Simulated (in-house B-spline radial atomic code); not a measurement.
Results of a calculation; reference values are marked as such.
## Building a PAW s channel for Ti, r_c = 2.67 bohr

Ti, [Ar] 3d2 4s2, non-relativistic PBE, spherical and spin-unpolarised, from a B-spline radial code for spherical atoms (atomic units; all potentials screened as in the neutral atom).

Two all-electron partial waves φ1, φ2 are integrated outwards at E1 = ε(4s) = -0.162555 and E2 = E1 + 2 hartree; φ1 is the bound orbital and φ2 has unit norm inside r_c = 2.6709 bohr. Smooth partners are polynomials, r^1(a0 + a1 r² + a2 r⁴ + a3 r⁶), matched to φ and three derivatives at r_c, with no condition on the norm. The local potential is -3.06339 + (1.00603) r² + (-0.137473) r⁴ + (0.00674329) r⁶ inside 2.2309 bohr and the all-electron one outside.

| wave | φ(r_c) | φ'(r_c) | a0 | a1 | a2 | a3 |
| --- | --- | --- | --- | --- | --- | --- |
| 1 | 0.5751945 | 0.07713422 | 0.1194473 | 0.05185815 | -0.007526879 | 0.0003002745 |
| 2 | 0.7126608 | 1.857358 | -2.596377 | 0.7453812 | -0.05581234 | 0.001063693 |

Inside r_c the overlaps are <φi φj> = [[0.27146, -0.25334], [-0.25334, 1.00000]] and, for the smooth waves, [[0.29252, -0.59082], [-0.59082, 4.56943]]. With χj = (Ej − T − V_local) applied to smooth wave j, the program's quadrature gives the matrix B_ij = <smooth i, χj> as [[0.15453, -1.66986], [-0.99491, 12.85200]].

Task: Check the match of the first wave, and find the augmentation charges q_ij.

Result: At r_c the four terms are 0.31903, 0.98807, -1.02306, 0.29115, which sum to 0.5752, φ1(r_c) to rounding. q_ij is the all-electron overlap less the smooth one: [[-0.02105, 0.33747], [0.33747, -3.56943]]. The smooth first wave has a norm of 0.2925 inside r_c against 0.2715, so q11 is negative and must stay small enough for the overlap operator to be positive.

Task: B isn't symmetric. Show that D_ij = B_ij + Ej q_ij is.

Result: Integrating by parts gives B12 − B21 = (E1 − E2) q12: -1.66986 − (-0.99491) = -0.67494, and −2 × (0.33747) = -0.67495. So D12 = -1.66986 + (1.837445)(0.33747) = -1.04977 and D21 = -0.99491 + (-0.162555)(0.33747) = -1.04977; D11 = 0.15795, D22 = 6.29337. The projectors, p = (B⁻¹)ᵀ χ, are dual to the smooth waves; det B = 0.32.

Solving (T + V_local + Σ p D p) ψ = E (1 + Σ p q p) ψ in a sphere of 9 bohr, whose wall lifts the free-atom level a little, gives these levels:

```csv
all-electron,one projector,two projectors
-0.161178,-0.161178,-5.818120
0.110999,0.099735,-0.161178
0.478321,0.197019,0.110923
1.003270,0.505023,0.477928
1.676110,1.036660,1.002690
```

Task: What does the second projector gain?

Result: With one projector the errors are 0.00, -11.26 millihartree, and the level at 0.1970 is out of step with the all-electron series: an extra state, or one far too low, so the pairing ends there; skipping it, the next levels are off by +26.7, +33.4 millihartree. With two a ghost lies below the reference level, so the set fails. The lowest eigenvalue of the overlap operator is 0.8054 with one and 0.01198 with two projectors. The smooth orbital alone needs a cutoff of 2.25 hartree for 1 millihartree of kinetic energy, against 2.78 for a norm-conserving Troullier-Martins orbital of the same radius, which is no gain while the set fails.
